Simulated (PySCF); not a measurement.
Q: Give a PBE0-D3(BJ)/def2-SVP geometry of `C=C[Se]CF`.

A: 
```
atom  x, y, z in Å
C1     1.4058   -0.0116    0.4589
C2     0.9617   -0.9814   -0.3437
Se3   -0.8159   -1.2379   -0.9429
C4    -1.4918    0.5382   -0.5777
F5    -1.6857    0.7822    0.7493
H6     0.7459    0.7374    0.9032
H7     2.4690    0.0438    0.7078
H8     1.6396   -1.7469   -0.7360
H9    -0.7696    1.2668   -0.9787
H10   -2.4513    0.6173   -1.1127
```

Any rigid rotation of these coordinates is as good. Atoms count from 1 in this order. Of the pairs four or more bonds apart, F5···H6 is among the closest relative to their van der Waals radii: 2.44 Å, 91 % of the sum of Bondi's values. The 2 C–Se bonds span 1.893 Å (C2–Se3, drawn single) to 1.935 Å (Se3–C4, drawn single), a spread of 0.042 Å.

Bonds between heavy atoms (Å): C1=C2 1.335, C2–Se3 1.893, Se3–C4 1.935, C4–F5 1.363.

Computed, not measured: PySCF 2.14.0, PBE0-D3(BJ)/def2-SVP geometry optimisation, gas phase.

Point group: C1 (no symmetry element, even within 0.4 Å). No frequency check. The numbers are those of one conformer (C1–C2–Se3–C4 18°, C2–Se3–C4–F5 -74°).

The run took 33 s on an Arm Neoverse V1 with one thread, shared host. That covers the optimisation of the geometry.
